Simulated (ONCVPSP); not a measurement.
## Configuration tests for Ti (ONCV)

Ti, optimised norm-conserving Vanderbilt (ONCV), made with ONCVPSP 4.0.1 (PBEsol, scalar-relativistic). Core [Ne], reference 3s2 3p6 3d2 4s1 4p1. Waves: 3s+4s: rc 1.75 bohr, ncon 5, nbas 8, qcut 8.6 1/bohr, 2 projectors; 3p+4p: rc 1.80 bohr, ncon 4, nbas 9, qcut 8.8 1/bohr, 2 projectors; 3d: rc 1.75 bohr, ncon 5, nbas 10, qcut 7.3 1/bohr, 1 projector. Local part: polynomial inside 1.15 bohr (lpopt 5, dvloc0 0 Ha). Core correction: polynomial model core, fcfact 0.7.

Energies are relative to the spin-unpolarised reference configuration 3s2 3p6 3d2 4s1 4p1; without spin polarisation the order of configurations can differ from experiment.

```csv
valence configuration,charge,ΔE all-electron (eV),error AE − PS (meV)
3s2 3p6 3d2 4s2 4p0,0,-3.093,+0.3
3s2 3p6 3d3 4s1 4p0,0,-1.991,+4.6
```

Problem. What are ΔE and the potential's error for 3s2 3p6 3d2 4s0 4p0?

Solution. ΔE = 17.738 eV all-electron; the error (AE − PS) is -0.9 meV.

Problem. What are ΔE and the potential's error for 3s2 3p6 3d2 4s1 4p0?

Solution. ΔE = 4.266 eV all-electron; the error (AE − PS) is -0.2 meV.
